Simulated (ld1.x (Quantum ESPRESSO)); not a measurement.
**Varying the RRKJ potential for copper**

Base potential:

ld1.x (Quantum ESPRESSO) 7.5 input, shortened:

```
&input
   title='Cu', zed=29., rel=1, dft='PZ', iswitch=3,
   config='[Ar] 3d8 4s0 4p0'
 /
 &inputp
   pseudotype=2, tm=.false., rho0=0.01, lloc=0,
   nlcc=.true.
 /
3
3P  2  1   6.00   0.00  0.90  0.90  0.0
3D  3  2   8.00   0.00  0.70  0.70  0.0
3S  1  0   2.00   0.00  1.10  1.10  0.0
 &test
   configts(1)='3s2 3p6 3d8 4s0 4p0'
 /
```

Cutoffs, loose and tight: the cutoffs (Ry, on a coarse ladder) from which the occupation-weighted sum of valence levels, in a spherical-Bessel basis at the reference potential, stays within 10 and 1 mRy of its value at 400 Ry. They do not see the model core or the augmentation charge, which bear on the density cutoff. Test errors are all-electron minus pseudo excitation energies from the reference, over the configurations 3s2 3p6 3d10 4s1 4p0; 3s2 3p6 3d10 4s0 4p0; 3s2 3p6 3d9 4s0 4p0; 3s2 3p6 3d9 4s2 4p0; 3s2 3p6 3d10 4s0.5 4p0; 3s2 3p6 3d7 4s0 4p0; 3s2 3p6 3d9 4s1 4p1 (two spin-polarised tests are not counted in the largest error). A dash means not determined; rows that change the core or the reference have their own tests.

A true bound ghost makes a file unfit for plane-wave use even where its test errors are small: the radial tests pick states by their node count and pass the ghost by. Where a test does run into it, the solver fails or the error is huge.

Cutoffs are not given where the Bessel-basis levels miss the radial ones by over 6 mRy, ghosts where they miss by over 20 mRy; a channel whose overlap is not positive is not tested.

The default core radius of the base comes out at 0.33 bohr.

On the changes marked as counting shells twice: ld1.x takes every shell without a wave as core, so the model core holds the marked electrons as well and exchange and correlation see them twice. This cancels in the reference configuration, but the file is broken for other ones, and its errors say nothing about a proper core correction.

```csv
change,outcome,"cutoff, loose","cutoff, tight",bound ghosts,largest test error (meV)
base,generated,over 300 Ry,over 300 Ry,none,+1673
wave 3p (bound): rc 0.90 bohr becomes 3p (bound): rc 1.16 bohr,generated,over 300 Ry,over 300 Ry,none,+1673
reference 3s2 3p6 3d10 4s1 4p0 (4s counted twice),"generated, misses its reference levels by 0.66 eV",over 300 Ry,over 300 Ry,none,-3303
core correction none,generated,over 300 Ry,over 300 Ry,none,+1675
functional PBE,generated,over 300 Ry,over 300 Ry,none,+1658
```

Problem. What comes out with this change to the base: local potential the d channel?

Solution. outcome: generated; cutoff, loose: over 300 Ry; cutoff, tight: over 300 Ry; bound ghosts: s; largest test error (meV): no test is counted, since the test run did not reproduce the reference configuration.

Problem. What comes out with this change to the base: core [Ne] 3s2, valence charge 17; reference 3p6 3d10 4s1 4p0; waves now 4s (bound): rc 1.95 bohr; 3d (bound): rc 0.85 bohr; 3p (bound): rc 1.25 bohr; local potential the p channel; core correction none?

Solution. outcome: generated; cutoff, loose: 230 Ry; cutoff, tight: over 300 Ry; bound ghosts: s; largest test error (meV): +24.

Problem. What comes out with this change to the base: type ultrasoft; waves now 3s (bound): rcut 0.95, rcutus 1.10 bohr; 4s (bound): rcut 0.95, rcutus 1.10 bohr; 3p (bound): rc 0.90 bohr; 4p (bound): rc 0.90 bohr; 3d (bound): rcut 0.60, rcutus 0.70 bohr; 3d channel at -3.05 Ry: rcut 0.60, rcutus 0.70 bohr; local potential all-electron potential smoothed inside 0.65 bohr (lloc = -2); augmentation built from norm-conserving waves at rcut, not smoothed further; rho0 0?

Solution. outcome: generated; bound ghosts: not determined; largest test error (meV): test run stopped at test 1 of 9 (negative rho).
